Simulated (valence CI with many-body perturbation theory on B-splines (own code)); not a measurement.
The numbers below are computed, except where a source is named.
## Gd33+: what the settings do

Method: relativistic CI+MBPT: three valence electrons over a frozen Dirac-Fock core [Ar] 3d10, radial functions for each j: 6 s, 6 p, 5 d, 3 f, 1 g, with the one-electron correlation potential Σ1, the two-electron term Σ2, the three-electron term Σ3, Breit, model QED; selected CI, second order for the rest (own B-spline code, finite nucleus).

The last digits are not significant, and no measured levels were compared; by estimate large intervals hold to a few tenths of a per cent, small ones and those within an open d or f shell to about a per cent.

The reference run has the lowest level (4s^2 4p1/2) J=1/2 and an ionisation energy of 1370.15 eV. Its largest variational space holds 2821 state functions.

Levels are named by their leading jj configuration (3d3/2^4 stands for four electrons in 3d with j = 3/2), which in mixed levels can hold well under half, so a name can repeat and another be missing. Letters in brackets count levels of one name in rising energy.

Changed runs:
A. correlating orbitals by l 3 3 3 2 1 → 4 6 2 2 2; scale of Σ1 1 → 0.9
B. scale of Σ1 1 → 0
C. cutoff of virtual states (hartree) 8192 → 2160
D. box radius (bohr) 3.3708 → 0.36 (bad on purpose)

Excitation energies of the reference run in cm⁻¹, and shifts in cm⁻¹:

| Level | Reference | A | B | C |
| --- | --- | --- | --- | --- |
| (4s^2 4p3/2) J=3/2 | 361733 | -130 | -1429 | -28 |
| (4s 4p1/2^2) J=1/2 | 582287 | +47 | +513 | +31 |
| (4s 4p1/2 4p3/2) J=3/2 [a] | 867172 | -72 | -825 | +4.7 |
| (4s 4p1/2 4p3/2) J=5/2 | 918864 | -78 | -858 | +3.3 |
| (4s 4p1/2 4p3/2) J=3/2 [b] | 995574 | -77 | -868 | +0.9 |
| (4s 4p1/2 4p3/2) J=1/2 | 1020120 | -74 | -843 | +5.8 |
| (4s 4p3/2^2) J=5/2 | 1251450 | -189 | -2114 | -28 |
| (4s^2 4d3/2) J=3/2 | 1349080 | -69 | -923 | -60 |
| (4s 4p3/2^2) J=1/2 | 1382480 | -212 | -2272 | -23 |
| (4s 4p3/2^2) J=3/2 | 1429070 | -142 | -1525 | -46 |
| (4s^2 4d5/2) J=5/2 | 1463100 | -67 | -782 | -87 |
| (4p1/2^2 4p3/2) J=3/2 | 1590660 | -22 | -270 | +32 |
| Ionisation energy (eV) | 1370.15 | -0.17 | -1.71 | -0.017 |

Run D: It gave no result. The program said: "need at least one array to concatenate".
